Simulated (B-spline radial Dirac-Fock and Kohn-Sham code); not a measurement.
**Xe⁶⁺ 2p1/2: cross section and angular parameters**

System: xenon as Xe⁶⁺, 1s2 2s2 2p6 3s2 3p6 3d10 4s2 4p6 4d10 5s2; threshold 5185.3 eV (orbital energy of the model). Calculated with a B-spline atomic structure program, using Dirac-Hartree-Slater photoionisation with a Latter tail; cross sections with all multipoles, angular parameters from the dipole term and its interference with E2.

```csv
hν (eV),σ (kb),β,γ,δ
5414.7,42.2,1.153,-0.415,-0.012
5860,34.4,1.323,-0.219,0.011
6000,?,?,?,?
6920,22.1,1.422,0.192,0.033
7680,16.6,1.436,0.425,0.043
8230,13.7,1.435,0.570,0.049
9251.7,9.86,1.423,0.804,0.059
12000,4.66,1.365,1.277,0.086
```

Question: Give the values at 6000 eV.

Answer: σ = 32.3 kb, β = 1.348, γ = -0.158, δ = 0.016.
